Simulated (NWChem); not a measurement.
The numbers come from NWChem runs, not from measurements. System: BiF3, charge 0, spin multiplicity 1, at a geometry optimised with PBE/def2-SVP with def2 effective core potentials on Bi. The structure started from a generated list of species. Level: LDA (SVWN5)/def2-TZVP with def2 effective core potentials on Bi.

Job file:

```
start mol
memory heap 200 mb stack 900 mb global 1100 mb
geometry units angstroms nocenter noautoz
  Bi     0.002257     0.254083     0.000000
  F     -0.887492    -0.773234     1.525261
  F     -0.887492    -0.773234    -1.525261
  F      1.754167    -0.796745     0.000000
  symmetry group Cs
end
basis spherical
  * library def2-tzvp
end
ecp
  Bi library def2-ecp
end
dft
  xc slater vwn_5
  semidirect memsize 60000000 filesize 0
  iterations 100
end
task dft energy
```

Part of the output:

```
             Northwest Computational Chemistry Package (NWChem) 7.3.0
             --------------------------------------------------------

                                NWChem Input Module
                                -------------------

 Scaling coordinates for geometry "geometry" by  1.889725989
 (inverse scale =  0.529177249)

 Turning off AUTOSYM since
 SYMMETRY directive was detected!

                             Geometry "geometry" -> ""
                             -------------------------

 Output coordinates in angstroms (scale by  1.889725989 to convert to a.u.)

  No.       Tag          Charge          X              Y              Z
 ---- ---------------- ---------- -------------- -------------- --------------
    1 Bi                  83.0000     0.00225700     0.25408300     0.00000000
    2 F                    9.0000    -0.88749200    -0.77323400     1.52526100
    3 F                    9.0000    -0.88749200    -0.77323400    -1.52526100
    4 F                    9.0000     1.75416700    -0.79674500     0.00000000

 Effective nuclear repulsion energy (a.u.)     622.6451799207

            Nuclear Dipole moment (a.u.)
            ----------------------------
        X                 Y               Z
 ---------------- ---------------- ----------------
    -0.0000415740    -0.0000529123     0.0000000000

      Symmetry information
      --------------------

 Group name             Cs
 Group number              2
 Group order               2
 No. of unique centers     3

      Symmetry unique atoms

     1    2    4


 Summary of "ao basis" -> "" (spherical)
 ------------------------------------------------------------------------------
       Tag                 Description            Shells   Functions and Types
 ---------------- ------------------------------  ------  ---------------------
 *                         def2-tzvp                  on all atoms

                                 NWChem DFT Module
                                 -----------------

 Summary of "ao basis" -> "ao basis" (spherical)
 ------------------------------------------------------------------------------
       Tag                 Description            Shells   Functions and Types
 ---------------- ------------------------------  ------  ---------------------
 Bi                        def2-tzvp                16       50   6s5p3d2f
 F                         def2-tzvp                11       31   5s3p2d1f

 Summary of "ao basis" -> "ao basis" (spherical)
 ------------------------------------------------------------------------------
       Tag                 Description            Shells   Functions and Types
 ---------------- ------------------------------  ------  ---------------------
 Bi                        def2-tzvp                16       50   6s5p3d2f
 F                         def2-tzvp                11       31   5s3p2d1f

      Symmetry analysis of basis
      --------------------------

        a'         85
        a"         58

            General Information
            -------------------
          SCF calculation type: DFT
          Wavefunction type:  closed shell.
          No. of atoms     :     4
          No. of electrons :    50
           Alpha electrons :    25
            Beta electrons :    25
          Charge           :     0
          Spin multiplicity:     1
          Use of symmetry is: on ; symmetry adaption is: on
          Maximum number of iterations: 100
          AO basis - number of functions:   143
                     number of shells:    49
          Convergence on energy requested:  1.00D-06
          Convergence on density requested:  1.00D-05
          Convergence on gradient requested:  5.00D-04

              XC Information
              --------------
                        Slater Exchange Functional  1.000 local
                      VWN V Correlation Functional  1.000 local

             Grid Information
             ----------------
          Grid used for XC integration:  medium
          Radial quadrature: Mura-Knowles
          Angular quadrature: Lebedev.
          Tag              B.-S. Rad. Rad. Pts. Rad. Cut. Ang. Pts.
          ---              ---------- --------- --------- ---------
          Bi                  1.60      123           7.0       590
          F                   0.50       49           8.0       434
          Grid pruning is: on
          Number of quadrature shells:   221
          Spatial weights used:  Erf1

          Convergence Information
          -----------------------
          Convergence aids based upon iterative change in
          total energy or number of iterations.
          Levelshifting, if invoked, occurs when the
          HOMO/LUMO gap drops below (HL_TOL):  1.00D-02
          DIIS, if invoked, will attempt to extrapolate
          using up to (NFOCK): 10 stored Fock matrices.

                    Damping( 0%)  Levelshifting(0.5)       DIIS
                  --------------- ------------------- ---------------
          dE  on:    start            ASAP                start
          dE off:    2 iters        100 iters           100 iters

      Screening Tolerance Information
      -------------------------------
          Density screening/tol_rho:  1.00D-10
          AO Gaussian exp screening on grid/accAOfunc:  14
          CD Gaussian exp screening on grid/accCDfunc:  20
          XC Gaussian exp screening on grid/accXCfunc:  20
          Schwarz screening/accCoul:  1.00D-08

      Superposition of Atomic Density Guess
      -------------------------------------

 Sum of atomic energies:        -543.67889582

      Non-variational initial energy
      ------------------------------

 Total energy =    -511.492997
 1-e energy   =   -1195.700491
 2-e energy   =     481.194499
 HOMO         =      -0.436608
 LUMO         =      -0.018785

      Symmetry analysis of molecular orbitals - initial
      -------------------------------------------------

  Numbering of irreducible representations:

     1 a'          2 a"

  Orbital symmetries:

     1 a'          2 a'          3 a"          4 a'          5 a"
     6 a'          7 a'          8 a'          9 a'         10 a"
    11 a"         12 a'         13 a'         14 a'         15 a"
    16 a'         17 a'         18 a"         19 a'         20 a'
    21 a"         22 a'         23 a"         24 a"         25 a'
    26 a'         27 a"         28 a'         29 a'         30 a"
    31 a'         32 a'         33 a'         34 a"         35 a'

------------------------------------------------------------
EAF file 0: "./mol.aoints.0" size=524288 bytes
------------------------------------------------------------
               write      read    awrite     aread      wait
               -----      ----    ------     -----      ----
     calls:        1         0         0         0         0
   data(b): 5.24e+05  0.00e+00  0.00e+00  0.00e+00
   time(s): 0.00e+00  0.00e+00  0.00e+00  0.00e+00  0.00e+00
rate(mb/s): 0.00e+00  0.00e+00
------------------------------------------------------------

   convergence    iter        energy       DeltaE   RMS-Dens  Diis-err    time
 ---------------- ----- ----------------- --------- --------- ---------  ------
 d= 0,ls=0.0,diis     1   -511.9569124505 -7.15D+02  2.61D-02  3.79D+00     4.9
 d= 0,ls=0.0,diis     2   -509.5733099643  2.38D+00  1.80D-02  2.76D+01     5.3
 d= 0,ls=0.0,diis     3   -512.2273633932 -2.65D+00  1.75D-03  2.12D-01     5.9
 d= 0,ls=0.0,diis     4   -512.2418761691 -1.45D-02  8.88D-04  2.50D-02     6.3
 d= 0,ls=0.0,diis     5   -512.2435806043 -1.70D-03  2.90D-04  2.51D-03     6.7
  Resetting Diis
 d= 0,ls=0.0,diis     6   -512.2436824811 -1.02D-04  1.14D-04  8.29D-04     7.2
 d= 0,ls=0.0,diis     7   -512.2437316765 -4.92D-05  2.06D-04  2.94D-04     7.7
 d= 0,ls=0.0,diis     8   -512.2435187254  2.13D-04  1.48D-04  2.84D-03     8.3
 d= 0,ls=0.0,diis     9   -512.2437571851 -2.38D-04  1.58D-05  7.43D-06     8.8
 d= 0,ls=0.0,diis    10   -512.2437576719 -4.87D-07  4.97D-06  2.84D-06     9.3

         Total DFT energy =     -512.243757671905
      One electron energy =    -1196.379771718709
           Coulomb energy =      527.408799248170
    Exchange-Corr. energy =      -46.285780125236
 Nuclear repulsion energy =      203.012994923870

 Numeric. integr. density =       49.999981581455

     Total iterative time =      7.9s

                  Occupations of the irreducible representations
                  ----------------------------------------------

                     irrep           alpha         beta
                     --------     --------     --------
                     a'               16.0         16.0
                     a"                9.0          9.0

                       DFT Final Molecular Orbital Analysis
                       ------------------------------------

 Vector   23  Occ=2.000000D+00  E=-3.435638D-01  Symmetry=a'
              MO Center=  6.9D-01, -7.5D-01,  2.7D-11, r^2= 3.1D+00
   Bfn.  Coefficient  Atom+Function         Bfn.  Coefficient  Atom+Function
  ----- ------------  ---------------      ----- ------------  ---------------
   118      0.293797  4 F  px               119      0.259079  4 F  py
   121      0.229419  4 F  px               122      0.201694  4 F  py
    56      0.169635  2 F  px                87      0.169635  3 F  px
   124      0.167087  4 F  px               125      0.160120  4 F  py
    59      0.133240  2 F  px                90      0.133240  3 F  px

 Vector   24  Occ=2.000000D+00  E=-3.399445D-01  Symmetry=a"
              MO Center= -6.1D-03, -7.7D-01,  3.5D-13, r^2= 3.6D+00
   Bfn.  Coefficient  Atom+Function         Bfn.  Coefficient  Atom+Function
  ----- ------------  ---------------      ----- ------------  ---------------
   120      0.294735  4 F  pz                56     -0.255135  2 F  px
    87      0.255135  3 F  px               123      0.229524  4 F  pz
    59     -0.198685  2 F  px                90      0.198685  3 F  px
   126      0.178069  4 F  pz                62     -0.154144  2 F  px
    93      0.154144  3 F  px                58     -0.147202  2 F  pz

 Vector   25  Occ=2.000000D+00  E=-3.271493D-01  Symmetry=a'
              MO Center= -4.0D-03, -4.7D-01, -6.1D-14, r^2= 3.7D+00
   Bfn.  Coefficient  Atom+Function         Bfn.  Coefficient  Atom+Function
  ----- ------------  ---------------      ----- ------------  ---------------
     6      0.303595  1 Bi s                  5      0.276535  1 Bi s
     3     -0.268884  1 Bi s                 57     -0.259311  2 F  py
    88     -0.259311  3 F  py               119     -0.260449  4 F  py
    60     -0.202912  2 F  py                91     -0.202912  3 F  py
   122     -0.203815  4 F  py                11     -0.169189  1 Bi py

 Vector   26  Occ=0.000000D+00  E=-1.110564D-01  Symmetry=a'
              MO Center= -4.0D-02,  3.8D-01,  6.4D-11, r^2= 3.5D+00
   Bfn.  Coefficient  Atom+Function         Bfn.  Coefficient  Atom+Function
  ----- ------------  ---------------      ----- ------------  ---------------
    16      0.506352  1 Bi px                10     -0.415981  1 Bi px
    19      0.400552  1 Bi px                13      0.331213  1 Bi px
    32      0.172797  1 Bi d -2             119     -0.147568  4 F  py
    22     -0.128860  1 Bi d -2             117     -0.118435  4 F  s
   122     -0.118563  4 F  py               125     -0.103660  4 F  py

 Vector   27  Occ=0.000000D+00  E=-1.110533D-01  Symmetry=a"
              MO Center=  4.7D-02,  3.8D-01, -6.4D-11, r^2= 3.5D+00
   Bfn.  Coefficient  Atom+Function         Bfn.  Coefficient  Atom+Function
  ----- ------------  ---------------      ----- ------------  ---------------
    18      0.506370  1 Bi pz                12     -0.415996  1 Bi pz
    21      0.400576  1 Bi pz                15      0.331226  1 Bi pz
    33      0.171663  1 Bi d -1              23     -0.127552  1 Bi d -1
    57     -0.126146  2 F  py                88      0.126146  3 F  py
   120     -0.117070  4 F  pz                55     -0.102600  2 F  s

 Vector   28  Occ=0.000000D+00  E=-1.018403D-01  Symmetry=a'
              MO Center=  1.3D-03,  1.5D-01,  1.3D-13, r^2= 3.6D+00
   Bfn.  Coefficient  Atom+Function         Bfn.  Coefficient  Atom+Function
  ----- ------------  ---------------      ----- ------------  ---------------
     5      0.547970  1 Bi s                 17     -0.513656  1 Bi py
    20     -0.414138  1 Bi py                11      0.388735  1 Bi py
    14     -0.300759  1 Bi py                 3     -0.290559  1 Bi s
   118      0.174137  4 F  px                 2      0.172383  1 Bi s
    58      0.150782  2 F  pz                89     -0.150782  3 F  pz

 center of mass
 --------------
 x =   0.00054124 y =   0.06096751 z =   0.00000000

 moments of inertia (a.u.)
 ------------------
         487.054869078544           1.286814611268           0.000000000000
           1.286814611268         631.312354837085           0.000000000000
           0.000000000000           0.000000000000         487.027637197083

     Multipole analysis of the density
     ---------------------------------

     L   x y z        total         alpha         beta         nuclear
     -   - - -        -----         -----         ----         -------
     0   0 0 0      0.000000    -25.000000    -25.000000     50.000000

     1   1 0 0      0.017498      0.136723      0.136723     -0.255948
     1   0 1 0      1.960765     15.384826     15.384826    -28.808888
     1   0 0 1      0.000000      0.000000      0.000000      0.000000

     2   2 0 0    -35.375562    -92.450853    -92.450853    149.526144
     2   1 1 0      0.033967      0.397521      0.397521     -0.761074
     2   1 0 1      0.000000      0.000000      0.000000      0.000000
     2   0 2 0    -31.553354    -47.845006    -47.845006     64.136658
     2   0 1 1     -0.000000     -0.000000     -0.000000      0.000000
     2   0 0 2    -35.376422    -92.458406    -92.458406    149.540390

 Task  times  cpu:        9.3s     wall:        9.3s

 Total times  cpu:        9.3s     wall:        9.3s
```
